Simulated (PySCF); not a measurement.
**Nonlinear optical response: SMILES s1nc2ncc(SC)nc2n1, C5H4N4S2**

Molfile (atoms numbered from 1):
```
C5H4N4S2
     RDKit          3D

 15 16  0  0  0  0  0  0  0  0999 V2000
   -2.9124   -0.3490   -0.2229 C   0  0  0  0  0  0  0  0  0  0  0  0
   -2.1165    1.2553   -0.3851 S   0  0  0  0  0  0  0  0  0  0  0  0
   -0.4508    0.8076   -0.1136 C   0  0  0  0  0  0  0  0  0  0  0  0
    0.5133    1.8951   -0.1747 C   0  0  0  0  0  0  0  0  0  0  0  0
    1.7859    1.7290    0.0039 N   0  0  0  0  0  0  0  0  0  0  0  0
    2.1667    0.4488    0.2565 C   0  0  0  0  0  0  0  0  0  0  0  0
    3.4186    0.0671    0.4676 N   0  0  0  0  0  0  0  0  0  0  0  0
    3.3617   -1.5399    0.7205 S   0  0  0  0  0  0  0  0  0  0  0  0
    1.7605   -1.8138    0.5736 N   0  0  0  0  0  0  0  0  0  0  0  0
    1.2082   -0.6347    0.3174 C   0  0  0  0  0  0  0  0  0  0  0  0
   -0.1161   -0.4298    0.1265 N   0  0  0  0  0  0  0  0  0  0  0  0
   -2.7345   -0.7640    0.7778 H   0  0  0  0  0  0  0  0  0  0  0  0
   -3.9849   -0.1755   -0.3808 H   0  0  0  0  0  0  0  0  0  0  0  0
   -2.5221   -1.0464   -0.9756 H   0  0  0  0  0  0  0  0  0  0  0  0
    0.1481    2.9091   -0.3825 H   0  0  0  0  0  0  0  0  0  0  0  0
  1  2  1  0
  2  3  1  0
  3  4  1  0
  4  5  2  0
  5  6  1  0
  6  7  2  0
  7  8  1  0
  8  9  1  0
  9 10  2  0
 10 11  1  0
 11  3  2  0
 10  6  1  0
  1 12  1  0
  1 13  1  0
  1 14  1  0
  4 15  1  0
M  END
```

Method used: PySCF 2.14.0, quadratic response CAM-B3LYP/aug-cc-pVDZ first hyperpolarisability, Taylor convention, gas phase. Geometry: PBE0-D3(BJ)/def2-SVP.

(1) Give β for the processes computed.

(2) Which lowest excitations, dipole and polarisabilities go with it?

Results:

(1) In au, Taylor convention; the vector part is βᵢ = ⅓ Σⱼ (βᵢⱼⱼ + βⱼᵢⱼ + βⱼⱼᵢ); β∥ is 3/5 of the vector part along the dipole, the dipole points from − to +:
| process | λ (nm) | β vector norm | β∥ | β HRS | depolarisation ratio |
| --- | --- | --- | --- | --- | --- |
| static β(0;0,0) | ∞ | 886.8 | 508.7 | 388.0 | 4.23 |
| second harmonic β(−2ω;ω,ω) | 1907 | 1052.5 | 601.6 | 458.5 | 4.33 |
| Pockels β(−ω;ω,0) | 1907 | 937.1 | 536.9 | – | – |
| second harmonic β(−2ω;ω,ω) | 1064 | 1668.7 | 945.0 | 720.5 | 4.53 |
| Pockels β(−ω;ω,0) | 1064 | 1066.0 | 609.1 | – | – |

(2) S1 3.46 eV (f = 0.001); S2 3.80 eV (f = 0.354); S3 4.64 eV (f = 0.000); dipole 2.66 D; isotropic α 135.5 au static, 136.4 au at 1907 nm, 138.8 au at 1064 nm, 139.6 au at 953.5 nm, 152.5 au at 532 nm.
